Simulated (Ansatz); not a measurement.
Cost and result for the atomization energy of CH5FOSi2 (`FC1O[SiH2][SiH2]1`) (10 atoms, 10 bonds).

Cartesian coordinates in Å:
```
F -0.4239 -0.6725 -2.0309
C -0.5453 0.2956 -1.0505
O 0.7120 0.8701 -0.8105
Si 1.3130 0.1734 0.6068
Si -0.9005 -0.5220 0.6826
H -1.2195 1.0594 -1.4472
H 2.4066 -0.8002 0.3507
H 1.8250 1.2267 1.5199
H -1.3574 -1.9337 0.6582
H -1.8101 0.3032 1.5210
```

Total charge 0; spin multiplicity 1. All single points use the PBE0-D4/def2-TZVP geometry. Program: Ansatz. All runs use 4 threads of an Arm Neoverse V2 on a shared host. Times are those of one run each, without the atoms' runs, and a repeat can differ threefold. Electronic energies, without spin–orbit coupling; frozen cores. CCSD(T)/CBS adds CCSD(T) − MP2 in def2-TZVPP to the MP2 limit, and its time is that of the two runs behind it. T1 = 0.014. B3LYP takes the VWN-RPA correlation (the form of Gaussian; ORCA's B3LYP/G).

CCSD(T)/CBS is a level of theory with its own doubt, some kJ/mol a heavy atom from the limit and from the frozen cores, so smaller differences don't rank the functionals.

```tsv
level	functions	wall time	atomization (kcal/mol)	difference from CCSD(T)/CBS	per bond
PBE-D4/def2-TZVPP (with forces)	247	2.3 s	839.1	12.4	1.2
PBE0-D4/def2-TZVPP	247	2.7 s	821.8	-4.9	-0.5
B3LYP-D4/def2-TZVPP (with forces)	247	4.2 s	822.1	-4.6	-0.5
r2SCAN-D4/def2-TZVPP (with forces)	247	4.4 s	828.5	1.8	0.2
B2PLYP/def2-TZVPP	247	4.8 s	813.2	-13.5	-1.3
ωB97X-V/def2-TZVPP	247	7.5 s	833.3	6.6	0.7
ωB97M-V/def2-TZVPP (with forces)	247	11 s	828.1	1.4	0.1
MP2/def2-QZVPP	461	18 s	831.1	4.4	0.4
CCSD(T)/def2-TZVPP	247	2.1 min	801.7	-25.0	-2.5
CCSD(T)/CBS(def2)	–	2.4 min	826.7	0.0	0.0
```

From PBE to PBE0 (25 % exact exchange), in def2-TZVPP and without D4, the atomization energy moves by −16.5 kcal/mol: exact exchange takes away binding that semilocal exchange gives to molecules. The D4 term adds +8.8 kcal/mol with B3LYP and +4.5 kcal/mol with PBE0; it sums over pairs of atoms, weighted by their polarisabilities, and B3LYP, whose exchange is more repulsive, gets the larger term. In def2-TZVPP, CCSD(T) changes the Hartree–Fock value by +215.6 kcal/mol (the triples alone add +13.6 kcal/mol) and MP2 by +230.1 kcal/mol; breaking electron pairs costs correlation energy, which Hartree–Fock lacks.
